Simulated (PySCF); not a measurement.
PySCF 2.14 output of an unrestricted B3LYP calculation on a single atom or ion in cc-pVTZ, with no relativity, point nucleus:

```
SCF conv_tol = 1e-09
number electrons alpha = 11  beta = 10
    P. J. Stephens, F. J. Devlin, C. F. Chabalowski, and M. J. Frisch.,  J. Phys. Chem. 98, 11623 (1994)
cycle= 1 E= -760.644608220276  delta_E= -0.00804  |g|= 0.0164  |ddm|= 2.26
cycle= 2 E= -760.644839486122  delta_E= -0.000231  |g|= 0.0121  |ddm|= 0.0889
cycle= 3 E= -760.644934586439  delta_E= -9.51e-05  |g|= 0.00215  |ddm|= 0.139
cycle= 4 E= -760.644995530109  delta_E= -6.09e-05  |g|= 0.00181  |ddm|= 0.0318
cycle= 5 E= -760.645082316705  delta_E= -8.68e-05  |g|= 0.00149  |ddm|= 0.0572
cycle= 6 E= -760.645173665241  delta_E= -9.13e-05  |g|= 0.0012  |ddm|= 0.116
cycle= 7 E= -760.645177718246  delta_E= -4.05e-06  |g|= 0.000349  |ddm|= 0.017
cycle= 8 E= -760.645178391448  delta_E= -6.73e-07  |g|= 0.000116  |ddm|= 0.00767
cycle= 9 E= -760.645178433923  delta_E= -4.25e-08  |g|= 5.76e-05  |ddm|= 0.00189
cycle= 10 E= -760.645178437495  delta_E= -3.57e-09  |g|= 8.33e-06  |ddm|= 0.00073
cycle= 11 E= -760.64517843763  delta_E= -1.35e-10  |g|= 7.27e-08  |ddm|= 0.000135
converged SCF energy = -760.64517843763  <S^2> = 0.82061832  2S+1 = 2.0694137
```

The run itself started from symmetry-adapted Hartree-Fock orbitals and held the occupation by maximum overlap, on a logarithmic radial grid, so the iterations belong to that start.

Problem. Which element, charge and spin multiplicity is this?

Solution. Sc (scandium, neutral), multiplicity 2; the state was [Ar] 3d1 4s2, 2D determinant.

⟨S²⟩ = 0.82 against 0.75 shows spin contamination.
